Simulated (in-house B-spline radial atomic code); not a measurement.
**LDA VWN5 excitations of N3+**

Method: LDA VWN5. Computed with a B-spline radial code for spherical atoms: linear response of the closed shell [He] 2s2 with the functional's adiabatic kernel; non-relativistic, point nucleus, no spin-orbit coupling, no double excitations, S, P, D and F terms only.

Command:
```bash
python run_td.py task.json out
```
Settings (radii: box in bohr, nucleus in fm):
```
Z                        7
electrons                4
configuration            [He] 2s2
hamiltonian              nr
method                   lda,vwn
box_radius               4.5
wall_radius              4.5
intervals                42
```

Time taken, with all properties: 0.1 s on 1 thread of Arm Neoverse N1 (shared host).

Confined states, up to the first strongly mixed one, which can leave gaps near the end. Labels give the largest channel, * marks a mixed state, and oscillator strengths are full-response dipole values. Semilocal kernels can invert the small singlet-triplet splittings of Rydberg terms. Energies in eV:

```
     state  full response  Tamm-Dancoff  oscillator strength
2s → 2p 3P              ?             ?                    -
2s → 2p 1P         14.928        15.852                0.575
2s → 3s 3S          46.87         46.88                    -
2s → 3s 1S              ?             ?                    -
2s → 3p 3P          49.91         49.92                    -
2s → 3p 1P          50.22         50.23                0.459
2s → 3d 3D          50.86         50.88                    -
2s → 3d 1D          51.59         51.59                    -
2s → 4f 1F          68.33         68.33                    -
2s → 4f 3F          68.60         68.60                    -
```

Where does 2s → 2p 3P lie?

At 7.091 eV in full response, 7.691 eV in Tamm-Dancoff.

Where does 2s → 3s 1S lie?

At 48.60 eV in full response, 48.64 eV in Tamm-Dancoff.

How large is the singlet-triplet splitting of 2s → 2p (P terms) in Tamm-Dancoff?

8.16 eV, from the unrounded values.

What polarisabilities and dispersion coefficient does the method give?

Dipole 2.105 bohr³, quadrupole 1.478 bohr⁵, C6 2.059 hartree·bohr⁶ for two such species.
